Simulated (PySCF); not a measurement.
Species: C4H6SSi.
Bonds: Si1–C2, C2–C3 (aromatic), C3–C4 (aromatic), C4–C5 (aromatic), C5–S6 (aromatic), C2–S6 (aromatic). Hydrogens: H7, H8, H9 on Si1; H10 on C3; H11 on C4; H12 on C5.

Method: LC-wPBE/6-31G* geometry optimisation, gas phase (PySCF); density fitting, grid level 1; the optimiser is geomeTRIC in internal coordinates, started from a GFN2-xTB structure.

Step 0: E = -22948.2193 eV
```
atom  x, y, z in Å  |  force x, y, z in eV/Å
Si1     2.2282   -0.0063   -0.2550   -0.886  -0.002   0.096
C2      0.3572   -0.0547   -0.1596    0.181  -0.234  -0.548
C3     -0.4679    0.3617    0.8442    0.449  -0.031  -0.110
C4     -1.8397    0.1721    0.5745   -0.320  -0.129  -0.271
C5     -2.0523   -0.3906   -0.6423    0.471  -0.061  -0.164
S6     -0.5806   -0.6966   -1.4731   -0.101   0.283   0.634
H7      2.6282    0.8099   -1.4033    0.237   0.195  -0.283
H8      2.7335   -1.3718   -0.4117    0.265  -0.323  -0.049
H9      2.7043    0.5847    0.9958    0.230   0.161   0.327
H10    -0.0976    0.7945    1.7570    0.125   0.141   0.297
H11    -2.6282    0.4433    1.2540   -0.255   0.068   0.182
H12    -2.9839   -0.6469   -1.1065   -0.395  -0.069  -0.110
```

**Question.** Estimate the geometry and energy of step 1. (The exact step hangs on the optimiser's Hessian estimate; all steps are aligned on step 0, rigid shifts and turns removed.)

**Answer.** E = -22948.2566 eV, largest force 0.197 eV/Å
```
atom  x, y, z in Å  |  force x, y, z in eV/Å
Si1     2.2071   -0.0153   -0.2461    0.093   0.081  -0.098
C2      0.3467   -0.0814   -0.1991    0.004  -0.144   0.135
C3     -0.4577    0.4008    0.7987   -0.027   0.002   0.012
C4     -1.8476    0.2077    0.5547    0.025  -0.002   0.059
C5     -2.0738   -0.4277   -0.6252   -0.066  -0.059   0.024
S6     -0.6157   -0.8091   -1.4222    0.030   0.108  -0.126
H7      2.6807    0.9393   -1.2852   -0.017  -0.030   0.047
H8      2.8005   -1.3417   -0.5560   -0.059  -0.005   0.025
H9      2.6950    0.4413    1.0808   -0.062  -0.008  -0.016
H10    -0.0703    0.8716    1.6969    0.008   0.034  -0.046
H11    -2.6345    0.5140    1.2350    0.016   0.034  -0.034
H12    -3.0291   -0.7004   -1.0583    0.056  -0.010   0.018
```

The energy changes by -0.0373 eV. The first-order estimate −F·Δx gives -0.0881 eV and the mean of the old and new forces, exact on a quadratic surface, -0.0329 eV. The step makes an angle of 82° with the force vector and moves no atom by more than 0.183 Å.

What follows is the cost of the whole optimisation. On one thread, Arm Neoverse V1 (aarch64), no GPU, shared host, this took 57 s of wall time and 0.57 GiB of memory at its peak.
